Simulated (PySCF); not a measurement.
Si(H)2(Cl)(NMe2) (C2H8ClNSi), SMILES CN(C)[SiH2]Cl. The structure is a stationary point at ωB97X-D3(BJ)/def2-SVP. One conformer was computed; it need not be the lowest.

Computed equilibrium geometry at ωB97X-D3(BJ)/def2-SVP (PySCF confirms it by a frequency run) as bond lengths and angles, and its point group (one conformer of several):
point group Cs.
Atoms: Si1 Cl2 N3 C4 C5 H6 H7 H8 H9 H10 H11 H12 H13. Bonds (Å): Si1–Cl2 2.086, Si1–N3 1.715, Si1–H6 1.484, Si1–H7 1.484, N3–C4 1.451, N3–C5 1.451, C4–H8 1.101, C4–H9 1.108, C4–H10 1.105, C5–H11 1.108, C5–H12 1.101, C5–H13 1.105. Angles (°): Cl2–Si1–N3 113.4, Cl2–Si1–H6 106.3, Cl2–Si1–H7 106.3, N3–Si1–H6 108.8, N3–Si1–H7 108.8, H6–Si1–H7 113.3, Si1–N3–C4 120.9, Si1–N3–C5 120.9, C4–N3–C5 114.2, N3–C4–H8 110.4, N3–C4–H9 112.3, N3–C4–H10 110.5, H8–C4–H9 107.9, H8–C4–H10 107.7, H9–C4–H10 107.8, N3–C5–H11 112.3, N3–C5–H12 110.4, N3–C5–H13 110.5, H11–C5–H12 107.9, H11–C5–H13 107.8, H12–C5–H13 107.7.
